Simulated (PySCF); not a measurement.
# Removing an electron from `[GeH4]`

GeH4.
Structure used (PBE0-D3(BJ)/def2-SVP), in Å, numbered top down from 1:
```
atom  x, y, z in Å
Ge1    0.0034    0.0011   -0.0068
H2    -0.6162   -0.8802   -1.1033
H3     0.5700   -0.8919    1.1088
H4    -1.0754    0.9279    0.5763
H5     1.1353    0.8488   -0.6094
```

Level: B3LYP/def2-SVPD (PySCF). Frontier orbitals with their largest atomic shares (Löwdin; up to four atoms above 4 %):

```tsv
orbital	ε (eV)	main atoms
HOMO−3	-15.36	Ge1 45 %, H3 14 %, H2 14 %, H4 14 %
HOMO−2	-9.42	?
HOMO−1	-9.42	?
HOMO	-9.42	?
LUMO	-0.09	Ge1 60 %, H3 10 %, H4 10 %, H2 10 %
LUMO+1	0.92	Ge1 58 %, H5 11 %, H4 11 %, H3 10 %
LUMO+2	0.92	Ge1 58 %, H2 11 %, H3 10 %, H5 10 %
```

Question: What vertical ionisation energy does ΔSCF give, and how far is −ε(HOMO) from it?

Answer: ΔSCF: 12.18 eV (1175 kJ/mol; threshold wavelength 101.8 nm); ⟨S²⟩ of the doublet left behind is 0.759, against 0.75 for a pure doublet. −ε(HOMO) is 9.42 eV, 2.76 eV below it. For the exact functional −ε(HOMO) would equal the first vertical ionisation energy; B3LYP (global hybrid, 20 % exact exchange) falls short of its own ΔSCF value by 23 %. Holes in the HOMO−1 and HOMO−2 were tried too where these lie within 1.2 eV of the HOMO; the lowest converged state counts.

Question: On which atoms does the HOMO lie?

Answer: HOMO: Ge1 44 %, H5 27 %, H4 22 %, H3 5 %; HOMO−1: Ge1 44 %, H2 34 %, H3 12 %, H5 8 %; HOMO−2: Ge1 44 %, H3 26 %, H4 18 %, H5 8 %. These 3 orbitals lie within 0.02 eV of one another; within a degenerate set any mixture serves as well, and the shares of a single orbital can change with the mixture. The HOMO−3 lies 5.94 eV lower.

Question: What total energies stand behind the ΔSCF value?

Answer: E(N) = -2079.17728 Eh and E(N − 1) = -2078.72964 Eh at the same geometry, 0.44764 Eh apart.

Question: With α = 35.4 au, estimate the like-pair dispersion coefficient by London's formula C6 = (3/4)α²I.

Answer: I = 0.4476 Eh, so C6 ≈ 422 au, a rough estimate.

Question: How many of the 10 lowest singlet excitations (vertical TDDFT, same level) lie below the ionisation energy?

Answer: All 10; they run from 8.46 to 9.88 eV.

Isolated species at its PBE0-D3(BJ)/def2-SVP geometry, gas phase. The calculation is non-relativistic, for germanium too.
